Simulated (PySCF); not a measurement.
One of the candidates below gave these computed data.

All candidates are C3H7FSi2.

* Rotational structure: rotational constants A, B, C: 8.330, 0.636, 0.602 GHz [GFN2-xTB]
* Triplet: lowest triplet excitation (Tamm–Dancoff): 4.69 eV [TDA B3LYP/def2-SVPD]
* Dipole: 1.96 D [B3LYP/def2-SVPD]
* 13C NMR: chemical shifts (computed TMS as zero) by class: 116.0 (1 C), 114.2 (1 C), 78.5 (1 C) ppm [GIAO PBE0/pcSseg-1]
* Polarisability: 93.1 au [B3LYP/def2-SVPD]
* UV, first state: lowest singlet excitation: 5.62 eV (220 nm, f = 0.000) [TDDFT B3LYP/def2-SVPD]
* UV, strongest line: among the 8 lowest singlet transitions: S4 at 6.98 eV (178 nm, f = 0.347) [TDDFT B3LYP/def2-SVPD]

The electronic properties come from PySCF, for the isolated species, density fitting. Levels stand in brackets. The structure is a single GFN2-xTB conformer in the gas phase; no vibrational or solvent corrections. NMR values are class means; diastereotopic atoms form classes of their own.

**Question.** Which candidate is it?
A. `C#C[SiH2]C[SiH2]F`
B. `CC1=C(F)[SiH2][SiH2]1`
C. `FC[SiH2]C#C[SiH3]`
D. `F[SiH2]C#CC[SiH3]`

**Answer.** C. It is `FC[SiH2]C#C[SiH3]`. Numbering: `[F:1][CH2:2][SiH2:3][C:4]#[C:5][SiH3:6]`. Its formula, C3H7FSi2, gives 2 degrees of unsaturation: 0 rings and 2 π bonds in the structure found. 3 carbons fall into 3 classes; from least to most shielded: alkyne carbon [C5] (116.0 ppm), alkyne carbon [C4] (114.2 ppm), sp3 C–F carbon [C2] (78.5 ppm). By its constants the optimised geometry is an asymmetric top.

The others, at the same levels:
- `CC1=C(F)[SiH2][SiH2]1` fails: its computed 13C shifts are 176.1 (1 C), 149.6 (1 C), 17.5 (1 C) ppm, rotational constant A is 2.681 GHz (against 8.330 GHz) and smallest rotational constant is 1.280 GHz (against 0.602 GHz).
- `C#C[SiH2]C[SiH2]F` fails: its computed 13C shifts are 105.5 (1 C), 86.3 (1 C), -1.5 (1 C) ppm, rotational constant A is 3.469 GHz (against 8.330 GHz) and smallest rotational constant is 1.099 GHz (against 0.602 GHz).
- `F[SiH2]C#CC[SiH3]` fails: its computed 13C shifts are 116.9 (1 C), 82.4 (1 C), 1.5 (1 C) ppm, rotational constant A is 6.150 GHz (against 8.330 GHz) and smallest rotational constant is 0.680 GHz (against 0.602 GHz).

Each candidate is one conformer, not necessarily the lowest. The conformers computed, where there is a choice (atom-mapped SMILES and torsion angles):
- `[F:1][CH2:2][SiH2:3][C:4]#[C:5][SiH3:6]`: F1–C2–Si3–C4 180°
- `[CH:1]#[C:2][SiH2:3][CH2:4][SiH2:5][F:6]`: C2–Si3–C4–Si5 -64°, Si3–C4–Si5–F6 -56°
